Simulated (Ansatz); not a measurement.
Ga(NH2Me)H3 (CH₈GaN). Total charge 0; singlet. Geometry PBE-D4/def2-SVP; atoms count from 1.

```xyz
11

Ga    1.5956    0.1552    0.5536
N    -0.3390   -0.6389    0.0226
C    -1.2663    0.3532   -0.5494
H    -0.7356   -1.0659    0.8711
H    -0.1784   -1.4138   -0.6358
H    -2.2537   -0.0786   -0.8162
H    -1.4148    1.1710    0.1813
H    -0.8081    0.7947   -1.4549
H     1.1121    1.2530    1.6013
H     2.0414    0.6548   -0.8915
H     2.2468   -1.1846    1.1178
```

Q: Estimate the Mulliken populations from the PBE0/def2-TZVP orbitals of Ansatz.

A: 
```
atom  charge (e)
 Ga1        0.09
  N2       -0.41
  C3       -0.31
  H4        0.27
  H5        0.27
  H6        0.14
  H7        0.16
  H8        0.16
  H9       -0.12
 H10       -0.12
 H11       -0.12
```
Mulliken values depend strongly on the basis.

Q: And the Mayer bond orders between heavy atoms (over 0.3)?

A: Ga1–N2 0.45 (2.16 Å); N2–C3 0.97 (1.47 Å).
